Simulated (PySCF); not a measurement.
O₃Se, SMILES [Se+2]([O-])(=O)[O-]. Atoms are numbered in the order given.

```xyz
4

Se     0.0000     0.0000     0.0000
O      1.6066     0.0000     0.0000
O     -0.8033     1.3913     0.0000
O     -0.8033    -1.3913     0.0000
```

The structure is a stationary point at B3LYP-D3(BJ)/def2-SVP.

The numbers are results of ωB97X/def2-TZVPD (PySCF), not measurements.

Mulliken values depend strongly on the basis, most of all with diffuse functions as here. Atomic charges (e):

```csv
atom,meta-Löwdin,Mulliken
Se1,…,1.32
O2,…,-0.44
O3,…,-0.44
O4,…,-0.44
```

Question: Complete the blanks. (Estimate from the structure and the level; the computed values follow.)

Answer: 
- Se1, meta-Löwdin: 2.12
- O2, meta-Löwdin: -0.71
- O3, meta-Löwdin: -0.71
- O4, meta-Löwdin: -0.71
